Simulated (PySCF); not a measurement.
Nd(OH)3 at several levels of theory

Computed with PySCF 2.14.0 (density fitting, no spin-orbit coupling) at the geometry relaxed with PBE0:

```xyz
7
Nd(OH)3 (singlet in the valence; each metal's 4f electrons, 3 of them, lie in its core potential, out of spins and levels)
Nd    0.0000    0.0000   -0.2102
O     2.0843    0.0000    0.0875
H     3.0124    0.0000    0.3198
O    -1.0421    1.8050    0.0875
H    -1.5062    2.6088    0.3198
O    -1.0421   -1.8050    0.0875
H    -1.5062   -2.6088    0.3198
```

```json
{"level": "PBE0", "basis": "Nd lcecp-1-SVP with ECP49, O def2-SVP, H def2-SVP", "state": "singlet", "HOMO (eV)": "-7.51", "gap (eV)": "6.28", "charge on Nd1 (e)": "1.08", "population of f-type functions on Nd1 (polarisation alone where 4f lies in the core)": "0.11", "dipole about the centre of mass (D)": "1.06", "largest force component (eV/Å)": "0.01"}
{"level": "HF", "basis": "the same", "state": "singlet", "HOMO (eV)": "-11.74", "gap (eV)": "12.44", "charge on Nd1 (e)": "1.57", "population of f-type functions on Nd1 (polarisation alone where 4f lies in the core)": "0.10", "dipole about the centre of mass (D)": "1.34", "largest force component (eV/Å)": "1.55"}
{"level": "PBE0", "basis": "Nd lcecp-1-TZVP with ECP49, O def2-TZVP, H def2-TZVP", "state": "singlet", "HOMO (eV)": "-7.79", "gap (eV)": "6.50", "charge on Nd1 (e)": "1.70", "population of f-type functions on Nd1 (polarisation alone where 4f lies in the core)": "0.12", "dipole about the centre of mass (D)": "1.19", "largest force component (eV/Å)": "0.27"}
```

In the lcecp rows the 4f levels are missing from HOMO and gap, and the state counts the valence alone.

Charges are Mulliken's, which hang on the basis. The relaxation used the grid (50, 194), these runs (75, 302) or, all-electron (x2c bases, spin-free X2C Hamiltonian), (99, 590).

Task: What does wB97X with Nd lcecp-1-SVP with ECP49, O def2-SVP, H def2-SVP give here?

Result: state singlet, HOMO (eV) -9.98, gap (eV) 10.50, charge on Nd1 (e) 1.10, population of f-type functions on Nd1 (polarisation alone where 4f lies in the core) 0.11, dipole about the centre of mass (D) 1.14, largest force component (eV/Å) 0.25. Time: 4.3 s on 2 threads of Arm Neoverse V2 (shared host), from an already converged density.

In the first row's basis the gap widens with exact exchange: 6.3 eV for PBE0 (a fixed share); 10.5 to 12.4 eV for wB97X, Hartree–Fock (rising or full at long range).

An lcecp potential fixes the number of 4f electrons, so in runs with it no electron can move into or out of that shell.
